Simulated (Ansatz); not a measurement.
```xyz
4

Si   -0.0207   -0.0409    0.0595
H     1.4529   -0.0411   -0.3698
H    -0.7381    1.2618   -0.3387
H    -0.6996   -1.2138   -0.4150
```

Basis set: aug-cc-pVDZ (spherical functions). Correlated methods keep 5 orbitals frozen. Charge 0, multiplicity 2.

Computed with Ansatz (development build ahead of 0.2.0); each method stands on the lowest determinant of its kind that the runs found.

The atomization energy at this shape (free ground-state atoms in the same class of orbitals less the molecule, no zero-point energy) of doublet SiH3:

```csv
method,atomization energy
UHF,719.8 kJ/mol
```

(1) What does UHF-MP2 give?

Answers

(1) 857.4 kJ/mol.
